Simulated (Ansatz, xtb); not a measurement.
# C6H8BCl: which of two isomers lies lower

Structure I is `C=C1BC=CC[C@@H]1Cl`, a singlet and structure II is `C=C1C=C(Cl)CBC1`, a singlet. Both are isolated molecules in the gas phase, relaxed with B3LYP/def2-SVP; the shapes shown needn't be the lowest conformers.

I (Å):

```xyz
16

C    -1.2789    0.7140   -3.0890
C    -1.1560    0.3403   -1.8007
C    -1.9873    0.4861    0.7169
C    -0.6881    0.4483    1.0995
C     0.4718    0.3625    0.1416
C     0.0917   -0.2704   -1.2021
B    -2.3207    0.5639   -0.7885
Cl    1.5497   -0.2600   -2.2996
H    -0.4496    0.6436   -3.7998
H    -2.2263    1.1187   -3.4567
H    -3.4206    0.8561   -1.1952
H    -2.7479    0.5704    1.5010
H    -0.4162    0.5151    2.1619
H     0.8713    1.3795   -0.0361
H     1.2991   -0.2061    0.5949
H    -0.1044   -1.3418   -1.0325
```

II (Å):

```json
{"atom": "C", "x (Å)": "-2.3387", "y (Å)": "1.9449", "z (Å)": "-0.6404"}
{"atom": "C", "x (Å)": "-1.6292", "y (Å)": "0.9676", "z (Å)": "-0.0416"}
{"atom": "C", "x (Å)": "-2.0895", "y (Å)": "-0.4246", "z (Å)": "-0.0988"}
{"atom": "C", "x (Å)": "-1.3459", "y (Å)": "-1.4819", "z (Å)": "0.2839"}
{"atom": "C", "x (Å)": "0.0659", "y (Å)": "-1.4186", "z (Å)": "0.7844"}
{"atom": "C", "x (Å)": "-0.3445", "y (Å)": "1.2498", "z (Å)": "0.7117"}
{"atom": "B", "x (Å)": "0.6208", "y (Å)": "0.0442", "z (Å)": "0.9277"}
{"atom": "Cl", "x (Å)": "-2.0252", "y (Å)": "-3.1010", "z (Å)": "0.1570"}
{"atom": "H", "x (Å)": "-2.0080", "y (Å)": "2.9868", "z (Å)": "-0.6161"}
{"atom": "H", "x (Å)": "-3.2670", "y (Å)": "1.7282", "z (Å)": "-1.1763"}
{"atom": "H", "x (Å)": "-3.0913", "y (Å)": "-0.6042", "z (Å)": "-0.4969"}
{"atom": "H", "x (Å)": "0.7358", "y (Å)": "-2.0016", "z (Å)": "0.1196"}
{"atom": "H", "x (Å)": "0.1641", "y (Å)": "-1.9452", "z (Å)": "1.7557"}
{"atom": "H", "x (Å)": "1.7613", "y (Å)": "0.2193", "z (Å)": "1.2891"}
{"atom": "H", "x (Å)": "-0.6012", "y (Å)": "1.4534", "z (Å)": "1.7826"}
{"atom": "H", "x (Å)": "0.1421", "y (Å)": "2.1796", "z (Å)": "0.3773"}
```

Quicker runs give these differences E(II) − E(I): GFN2-xTB −0.396 eV; HF/STO-3G −0.021 eV (at GFN2-xTB geometries); r2SCAN-D4/def2-SVP −0.108 eV (at GFN2-xTB geometries).

Q: Estimate E(II) − E(I) at the level CCSD(T)/def2-SVP + ΔMP2/def2-TZVPP.

A: Too close to call at this level: CCSD(T)/def2-SVP + ΔMP2/def2-TZVPP gives E(II) − E(I) = +0.015 eV.

How the difference moves with the method:

```csv
level,geometry,E(II) − E(I) (eV),departure from the last row (eV),"job, with rough time for the two"
GFN2-xTB,GFN2-xTB,−0.396,−0.411,"optimisation, 0.32 s"
HF/STO-3G,GFN2-xTB,−0.021,−0.036,"single point, 0.46 s"
r2SCAN-D4/def2-SVP,GFN2-xTB,−0.108,−0.123,"single point, 5.1 s"
B3LYP/def2-SVP,B3LYP/def2-SVP,−0.060,−0.074,"optimisation, 61 s"
HF/def2-SVP,B3LYP/def2-SVP,+0.073,+0.058,part of the CCSD(T) run
MP2/def2-SVP,B3LYP/def2-SVP,+0.007,−0.007,part of the CCSD(T) run
CCSD(T)/def2-SVP,B3LYP/def2-SVP,+0.035,+0.020,single point
CCSD(T)/def2-SVP + ΔMP2/def2-TZVPP,B3LYP/def2-SVP,+0.015,,"single point, 2 min"
```

As drawn, both hold the same kinds of bond in the same numbers.

The largest departure from CCSD(T)/def2-SVP + ΔMP2/def2-TZVPP is that of GFN2-xTB, 0.411 eV. The last row adds to CCSD(T) the change of the MP2 difference between the two basis sets, here −0.020 eV.

With thermal terms from frequencies at re-optimised GFN2-xTB minima (ideal gas, soft modes damped towards free rotors, one conformer each, 298.15 K, 1 atm): the zero-point term adds −0.040 eV; ΔH is −0.017 and ΔG −0.039 eV.

The correlated steps freeze 12 core orbitals. Mirror images aren't counted in ΔG. Programs: Ansatz 0.2.0, xtb 6.7.1; the last row on 4 threads of Arm Neoverse V1 on a shared host.
